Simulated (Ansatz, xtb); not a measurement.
**Two isomers of C4H4F4O**

Structure a: `CC(=O)[C@@H](F)C(F)(F)F`, a singlet. Structure b: `C=C(O)[C@@H](F)C(F)(F)F`, a singlet. Both are isolated molecules in the gas phase, relaxed with PBE0-D3(BJ)/def2-SVP, each in the lowest conformer that the search found.

Estimate which is lower in electronic energy at CCSD(T)/def2-SVP + ΔMP2/def2-TZVPP, and by roughly how much.

The CCSD(T)/def2-SVP + ΔMP2/def2-TZVPP calculation puts structure a lower, by 42.1 kJ/mol.

How the difference moves with the method:

```csv
level,geometry,E(b) − E(a) (kJ/mol),departure from the last row (kJ/mol),"job, with rough time for the two"
GFN2-xTB,GFN2-xTB,+36.4,−5.6,"optimisation, 0.18 s"
HF/STO-3G,GFN2-xTB,+87.8,+45.8,"single point, 0.58 s"
r2SCAN-D4/def2-SVP,GFN2-xTB,+52.9,+10.8,"single point, 6.9 s"
PBE0-D3(BJ)/def2-SVP,PBE0-D3(BJ)/def2-SVP,+49.8,+7.7,"optimisation, 95 s"
HF/def2-SVP,PBE0-D3(BJ)/def2-SVP,+61.1,+19.0,part of the CCSD(T) run
MP2/def2-SVP,PBE0-D3(BJ)/def2-SVP,+60.1,+18.0,part of the CCSD(T) run
CCSD(T)/def2-SVP,PBE0-D3(BJ)/def2-SVP,+57.9,+15.9,single point
CCSD(T)/def2-SVP + ΔMP2/def2-TZVPP,PBE0-D3(BJ)/def2-SVP,+42.1,,"single point, 3.9 min"
```

As drawn, b has 1 C=C, 1 C–O, 1 O–H in place of 1 C–C, 1 C=O, 1 C–H.

None of the levels shown reverses the order. The largest departure from CCSD(T)/def2-SVP + ΔMP2/def2-TZVPP is that of HF/STO-3G, 45.8 kJ/mol. The last row adds to CCSD(T) the change of the MP2 difference between the two basis sets, here −15.9 kJ/mol, a large step that makes the value less sure.

With thermal terms from frequencies at re-optimised GFN2-xTB minima (ideal gas, soft modes damped towards free rotors, one conformer each, 298.15 K, 1 atm): on the last row, ΔE + ΔZPE = +41.5, ΔH = +41.2, ΔG = +42.5 kJ/mol.

The correlated steps freeze 9 core orbitals. Run with Ansatz 0.2.0, xtb 6.7.1; the last row on 2 threads of Arm Neoverse V2 on a shared host.
